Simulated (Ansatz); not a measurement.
`C[O][In]([SH])[SH]` + `[F][Ge][Br]` → `[SH][In]([SH])[Br]` + `C[O][Ge][F]`  (redistribution)

Program: Ansatz. Geometries: PBE0-D4/def2-TZVP. ΔE: electronic, gas phase. CCSD(T)/CBS adds triple-zeta CCSD(T) − MP2 to the extrapolated MP2 energy (def2 sets, frozen cores). DFT in def2-TZVPP. Elements past krypton have def2 core potentials. For Br, Ge, In outer-core shells are correlated without core-valence functions, which leaves a few kJ/mol of doubt a bond. Scalar relativity is left out up to krypton. Each species was taken in one conformer, which may not be the lowest.

`C[O][In]([SH])[SH]`:

Z-matrix (Å, degrees):
```
C
O 1 1.402
H 1 1.099 2 112.8
H 1 1.099 2 112.9 3 -122.5
H 1 1.095 2 108.4 3 118.7
In 2 1.981 1 121.8 3 61.9
S 6 2.372 2 118.4 1 0.1
S 6 2.360 2 115.1 1 180.0
H 7 1.345 6 92.0 2 -0.1
H 8 1.345 6 91.5 2 0.1
```

`[F][Ge][Br]`:

Cartesian coordinates in Å:
```
F 0.522 -0.256 -1.380
Ge 0.606 -0.575 0.337
Br -1.128 0.831 1.043
```

`[SH][In]([SH])[Br]`:

Z-matrix (Å, degrees):
```
In
S 1 2.368
Br 1 2.459 2 118.2
S 1 2.364 2 124.3 3 180.0
H 2 1.344 1 92.4 3 -0.0
H 4 1.345 1 93.0 2 -0.0
```

`C[O][Ge][F]`:

```xyz
7

C     0.821    0.048    0.009
O    -0.133   -0.993    0.068
Ge   -1.893   -0.876    0.033
F    -2.053    0.880   -0.093
H     0.351    1.031   -0.079
H     1.433    0.024    0.915
H     1.474   -0.115   -0.852
```

```json
{"level": "LDA (SPW92)", "ΔE (eV)": "-0.84"}
{"level": "revPBE-D4", "ΔE (eV)": "-0.76"}
{"level": "B97M-V", "ΔE (eV)": "-0.86"}
{"level": "BHLYP-D4", "ΔE (eV)": "-0.94"}
{"level": "ωB97X-V", "ΔE (eV)": "-0.91"}
{"level": "B2PLYP", "ΔE (eV)": "-0.89"}
{"level": "BLYP", "ΔE (eV)": "-0.77"}
{"level": "PBE0", "ΔE (eV)": "-0.86"}
```

Task: What does CCSD(T)/CBS give? (An estimate is asked.)

Result: Computed: -0.87 eV. The listed levels differ from it by 0.03, 0.11, 0.01, -0.07, -0.04, -0.02, 0.10, 0.01 eV.

Largest T1 diagnostic among the species: 0.015.

From BLYP to BHLYP (50 % exact exchange), in def2-TZVPP and without D4, ΔE moves by −0.17 eV. At CCSD(T), def2-SVP lies −0.12 eV from the extrapolated value and def2-TZVPP −0.03 eV.
